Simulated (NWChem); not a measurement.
HgI2; SMILES [I][Hg][I]

Results from NWChem. Medium grid unless said otherwise, to which SCAN and Minnesota functionals are sensitive. The geometry was optimised at PBE0/def2-SVP. def2 effective core potentials on I, Hg; no spin-orbit coupling. Hybrids' shares of exact exchange are those that their runs print; pure functionals count as 0. The functionals differ in more than this share.

| row | share of exact exchange | highest occupied level (eV) |
|---|---|---|
| PBE/def2-SVP | 0.00 | -6.54 |
| OLYP/def2-SVP | 0.00 | -6.31 |
| B3LYP/def2-SVP | 0.20 | withheld |
| PW6B95/def2-SVP | 0.28 | -7.69 |
| MN15/def2-SVP | 0.44 | -8.19 |
| BHandHLYP/def2-SVP | 0.50 | -8.59 |

Fit a straight line of the last column on the one before it, predict the withheld value, and compare with the run.


1. Means of the 5 shown rows: x = 0.244, y = -7.464. Slope Σ(x − x̄)(y − ȳ)/Σ(x − x̄)² = -0.9457/0.2243 = -4.216; intercept -6.435.
2. The shown rows scatter about the line by 0.094 (root mean square); the largest residual is +0.12, at OLYP/def2-SVP.
3. At x = 0.20 (B3LYP/def2-SVP; inside the shown range) the line gives -7.28.
4. The run gives -7.39, -0.11 from the line, 1.2 times the scatter.
